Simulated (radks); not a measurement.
Ru3+, configuration [Kr] 4d5.

All-electron calculation, scalar-relativistic Kohn-Sham, TASK exchange with Perdew-Wang LDA correlation, spin-polarised, spherical densities, finite nucleus; open shells are filled with parallel spins first (spin-orbit coupling, left out, can overturn this in heavy ions); meta-GGA in the generalised Kohn-Sham scheme; Fermi nuclear charge, rms radius 4.4809 fm. Program: a radial shooting solver on a logarithmic mesh with Libxc functionals.

Energy parts (hartree):
| part | energy |
|---|---|
| total | -4528.47144 |
| kinetic | 4682.06777 |
| electron-nucleus | -10872.74976 |
| Hartree | 1794.17018 |
| exchange-correlation | -131.95963 |

Orbitals (lengths in bohr, moments of r in powers of bohr; <r^-3> diverges for s and p1/2):
| orbital | occ. | eigenvalue (hartree) | <r^-3> |
|---|---|---|---|
| 1s down | 1 | -809.2231 | - |
| 1s up | 1 | -809.2213 | - |
| 2s up | 1 | -118.1171 | - |
| 2s down | 1 | -118.0707 | - |
| 2p up | 3 | -105.8767 | 2997 |
| 2p down | 3 | -105.8425 | 2998 |
| 3s up | 1 | -22.09759 | - |
| 3s down | 1 | -22.07896 | - |
| 3p up | 3 | -18.05005 | 519.3 |
| 3p down | 3 | -18.02751 | 518.4 |
| 3d up | 5 | -11.52055 | 69.52 |
| 3d down | 5 | -11.47993 | 69.45 |
| 4s up | 1 | -4.26622 | - |
| 4s down | 1 | -4.08001 | - |
| 4p up | 3 | -3.12219 | 80.00 |
| 4p down | 3 | -2.91524 | 83.08 |
| 4d up | 5 | -1.45212 | 7.024 |

The highest occupied level is 4d up at -39.514 eV. Spin moment in Bohr magnetons: 5. The spin density at the nucleus is -6.041 e/bohr^3 (1s 0.112, 2s -2.347, 3s 1.607, 4s -5.413). The density falls to 0.001 e/bohr^3 at r = 3.13 bohr. For comparison, the ionisation energy in NIST's Atomic Spectra Database is 45 eV (theoretical). In exact Kohn-Sham theory the highest level is minus the ionisation energy, but local and semilocal functionals leave it too shallow, through self-interaction and a potential that decays too fast; potentials with the right tail come closer. The electron density at the nucleus is 1.126e+05 e/bohr^3 (large components only). Summed over all electrons, <r^2> = 25.77 bohr^2, which gives a Langevin (diamagnetic) susceptibility term of -20.4 x 10^-6 cm^3/mol.

Empty levels of this run are not shown, since the potential may be unsettled where no density lies.
